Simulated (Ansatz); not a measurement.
Reaction (formal exchange of groups at a B–S bond): `OBS` + `C=CF` → `C=C(F)BO` + H₂S

Program: Ansatz. Geometries: PBE0-D4/def2-TZVP. ΔE: electronic, gas phase. CBS: MP2 limit from def2 TZ/QZ plus the TZ coupled-cluster correction, frozen cores. This one scheme is used for every species. Functionals use def2-TZVPP. B3LYP here is the variant with VWN-RPA as its local correlation; programs differ in this. HSE06 is defined as in plane-wave codes. One conformer a species, not always the lowest.

| level | ΔE (kJ/mol) | difference from CCSD(T)/CBS |
| --- | --- | --- |
| LDA (SPW92) | 42.6 | 0.7 |
| PBE-D4 | 45.4 | 3.5 |
| revPBE-D4 | 45.4 | 3.5 |
| BLYP-D4 | 40.0 | -1.9 |
| B97M-V | 44.0 | 2.1 |
| PBE0-D4 | 45.9 | 4.0 |
| B3LYP-D4 | 40.8 | -1.1 |
| r2SCANh-D4 | 45.6 | 3.7 |
| HSE06-D4 | 46.0 | 4.1 |
| BHLYP-D4 | 41.0 | -0.9 |
| ωB97X-V | 42.3 | 0.4 |
| ωB97M-V | 41.1 | -0.8 |
| B2PLYP | 43.2 | 1.3 |
| PBE-QIDH | 47.1 | 5.2 |
| PBE | 46.4 | 4.5 |
| revPBE | 48.4 | 6.5 |
| BLYP | 41.9 | 0.0 |
| r2SCAN | 45.7 | 3.8 |
| PBE0 | 46.8 | 4.9 |
| B3LYP | 42.2 | 0.3 |
| r2SCANh | 46.0 | 4.1 |
| r2SCAN0 | 46.4 | 4.5 |
| HSE06 | 46.9 | 5.0 |
| BHLYP | 41.7 | -0.2 |
| CAM-B3LYP | 40.1 | -1.8 |
| LC-ωPBE | 45.5 | 3.6 |
| RPA@PBE/def2-TZVPP | 38.6 | -3.3 |
| HF/def2-SVP | 43.3 | 1.4 |
| MP2/def2-SVP | 48.0 | 6.1 |
| CCSD/def2-SVP | 44.4 | 2.5 |
| CCSD(T)/def2-SVP | 44.4 | 2.5 |
| MP2/def2-TZVPP | 46.2 | 4.3 |
| CCSD/def2-TZVPP | 41.5 | -0.4 |
| CCSD(T)/def2-TZVPP | 42.1 | 0.2 |
| HF/def2-QZVPP | 42.1 | 0.2 |
| MP2/def2-QZVPP | 45.8 | 3.9 |
| SCS-MP2/def2-QZVPP | 43.6 | 1.7 |
| HF/CBS(def2) | 42.0 | 0.1 |
| MP2/CBS(def2) | 46.0 | 4.1 |
| CCSD/CBS(def2) | 41.3 | -0.6 |
| CCSD(T)/CBS | 41.9 | 0 |

Largest T1 diagnostic among the species: 0.014.

Leaving LDA and LC-ωPBE aside and taking each functional with its dispersion term where it has one, the values, not all of them listed here, spread over 8.0 kJ/mol, from CAM-B3LYP-D4 to PBE-QIDH. LDA lies −3.8 kJ/mol from PBE without D4.
